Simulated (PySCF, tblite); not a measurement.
Isomers of C6H12OSSi. Calculated harmonic vibrations of the isolated species, GFN2-xTB (tblite), most abundant isotopes, no scaling. The method is semi-empirical: single wavenumbers can be off by several per cent or more. Modes of hydrogen on silicon can be 10 to 20 % off. One conformer each.

Electronic energies: PBE0/pcSseg-1 single points on the GFN2-xTB geometries (PySCF, gas phase).

```
                    SMILES  electronic energy, lowest = 0 (kcal/mol)
CC(=S)[C@H](C)C(=O)C[SiH3]                                      49.5
C=CC[C@@H]1CS[C@H]1O[SiH3]                                      56.5
  C=C1[C@@H](CC)CS[Si@H]1O                                       0.0
       CC/C=C/[Si@H]1OCCS1                                       8.4
```

Task: How do GFN2-xTB zero-point energies change the relative energies?

Result: 
```csv
SMILES,ZPE (kcal/mol),of it from modes above 1550 cm⁻¹,electronic (kcal/mol),"with ZPE, lowest = 0 (kcal/mol)",lowest mode (cm⁻¹),rings
C=C1[C@@H](CC)CS[Si@H]1O,104.7,54.0,0.0,0.0,44,1
CC/C=C/[Si@H]1OCCS1,105.2,52.9,8.4,8.8,21,1
CC(=S)[C@H](C)C(=O)C[SiH3],100.3,51.1,49.5,45.1,37,0
C=CC[C@@H]1CS[C@H]1O[SiH3],101.0,51.0,56.5,52.7,38,1
```

The zero-point energies span 4.9 kcal/mol, from `CC(=S)[C@H](C)C(=O)C[SiH3]` to `CC/C=C/[Si@H]1OCCS1`. The order is unchanged.

Task: And how do the electronic energies of GFN2-xTB itself compare?

Result: `C=C1[C@@H](CC)CS[Si@H]1O` 0.0; `CC/C=C/[Si@H]1OCCS1` 5.1; `CC(=S)[C@H](C)C(=O)C[SiH3]` 44.2; `C=CC[C@@H]1CS[C@H]1O[SiH3]` 19.8 kcal/mol, lowest = 0. Against the energies above, taken from the same isomer `C=C1[C@@H](CC)CS[Si@H]1O`, the largest difference is 36.7 kcal/mol.

Task: What do entropy and thermal enthalpy add at 298.15 K and 1 bar (rigid rotor, harmonic oscillator, one conformer each)?

Result: 
```csv
SMILES,point group,symmetry number,S (cal/(mol K)),H − H(0) (kcal/mol),ZPE + H − H(0) − TS (kcal/mol)
C=C1[C@@H](CC)CS[Si@H]1O,C1,1,104.8,7.82,81.3
CC(=S)[C@H](C)C(=O)C[SiH3],C1,1,111.1,8.36,75.5
C=CC[C@@H]1CS[C@H]1O[SiH3],C1,1,109.6,7.89,76.2
```

Not tabulated: `CC/C=C/[Si@H]1OCCS1` (lowest mode only 21 cm⁻¹).
